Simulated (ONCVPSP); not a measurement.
**Dy: one change to an ONCV potential, before and after**

* Element: Dy
* Generator: ONCVPSP 4.0.1
* Type: optimised norm-conserving Vanderbilt (ONCV)
* Functional: LDA (Perdew-Wang 92)
* Relativity: scalar-relativistic
* Frozen core: [Xe] 4f9
* Valence charge: 3
* Reference configuration: 5d1 6s1.75 6p0.25
* Partial waves: 6s: rc 2.80 bohr, ncon 4, nbas 8, qcut 1.9 1/bohr, 1 projector; 6p: rc 4.00 bohr, ncon 4, nbas 8, qcut 2.2 1/bohr, 2 projectors, debl 1.4 Ha; 5d: rc 3.50 bohr, ncon 4, nbas 9, qcut 5.3 1/bohr, 1 projector; f scattering state at 0.19 Ha: rc 4.15 bohr, ncon 4, nbas 8, qcut 2.6 1/bohr, 2 projectors, debl 4 Ha
* Local potential: polynomial inside 2.10 bohr (lpopt 5, dvloc0 3 Ha)
* Core correction: Teter function, fcfact 2.5, rcfact 1.05

Change: core correction Teter function, fcfact 2.5, rcfact 2.02.

Cutoffs: the cutoffs (Ha) at which the residual kinetic energy of the hardest occupied pseudo-wave falls to 1 and 0.1 mHa per electron; they do not see the model core or the augmentation charge, which bear on the density cutoff. Errors are all-electron minus pseudo energies relative to the spin-unpolarised reference configuration.

Problem. Predict the effect on cutoff, ghosts and configuration errors.

Solution. The potential gets neither clearly harder nor softer (7.4 Ha and 9.0 Ha → 7.4 Ha and 9.0 Ha); of the 3 tests that both files solve, the error grows in 3 and shrinks in 0 by more than 15 % and 0.3 meV (median size 12.2 → 99.0 meV); neither file shows a bound ghost. A model core, the more so a compact one, raises the density cutoff, which this test does not measure.

```tsv
quantity	base	changed
cutoff, loose	7.4 Ha	7.4 Ha
cutoff, tight	9.0 Ha	9.0 Ha
bound ghosts	none	none
GHOST(+) flags under 300 eV	s at 10.9 eV	s at 10.9 eV
tests counted as reliable (solved cleanly; for ONCVPSP, near-neutral configurations with less than one 5d electron left out)	3 of 4	3 of 4
error for 5d1 6s2 6p0, meV [ΔE -0.76 eV]	+0.4	-0.8
error for 5d1 6s1 6p0, meV [ΔE 6.29 eV]	+12	-99
error for 5d1 6s0 6p0, meV [ΔE 18.99 eV]	+109	-558
s: phases at 2.85 bohr within 0.05 rad from the reference energy up to (Ha; the scan ends near 5)	0.1	0.1
p: phases at 4.05 bohr within 0.05 rad from the reference energy up to (Ha; the scan ends near 5)	n/a	n/a
d: phases at 3.55 bohr within 0.05 rad from the reference energy up to (Ha; the scan ends near 5)	0.5	0.5
f: phases at 4.20 bohr within 0.05 rad from the reference energy up to (Ha; the scan ends near 5)	n/a	n/a
rms error of d²Exc/dni dnj with the model core, mHa	8.28	5.06
```
